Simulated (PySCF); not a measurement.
Q: Give a PBE0-D3(BJ)/def2-SVP geometry of `CN(C)[SiH2][O][GeH3]`.

A: 
```xyz
17
C2H11GeNOSi angstrom
C     -1.0240    1.3666   -0.7634
N     -0.9001    0.0134   -0.2831
C     -1.5779   -0.2445    0.9618
Si     0.1238   -1.1455   -1.0587
O      1.7270   -1.0198   -0.6276
Ge     2.4600   -0.1406    0.7338
H     -2.0859    1.6566   -0.8787
H     -0.5553    2.1033   -0.0809
H     -0.5438    1.4752   -1.7477
H     -1.1702    0.3575    1.7985
H     -1.4867   -1.3048    1.2411
H     -2.6575   -0.0117    0.8884
H      0.0550   -0.9233   -2.5306
H     -0.3766   -2.4948   -0.6662
H      3.9550   -0.4866    0.7002
H      1.8127   -0.6082    2.0530
H      2.2355    1.3715    0.5382
```

Any rigid rotation of these coordinates is as good. Atoms count from 1 in this order. Of the pairs four or more bonds apart, H7···H12 is among the closest relative to their van der Waals radii: 2.50 Å, 104 % of the sum of Bondi's values. O5 (oxygen bonded to Ge and Si) is bent (angle 129.2°). N2 (silicon-bound nitrogen) is planar (angles 123.1°, 122.0° and 114.6°, sum 359.7°, 0.05 Å off the plane of its three neighbours). Ge6 (germanium bonded to O and 3 H) is distorted tetrahedral (angles from 105.9° to 111.1°).

Bonds between heavy atoms (Å): C1–N2 1.441, N2–C3 1.441, N2–Si4 1.730, Si4–O5 1.665, O5–Ge6 1.779.

Theory: PySCF 2.14.0, PBE0-D3(BJ)/def2-SVP geometry optimisation, gas phase.

Point group: C1 (no symmetry element, even within 0.4 Å). No frequency check. The numbers are those of one conformer (C1–N2–Si4–O5 81°, N2–Si4–O5–Ge6 15°).
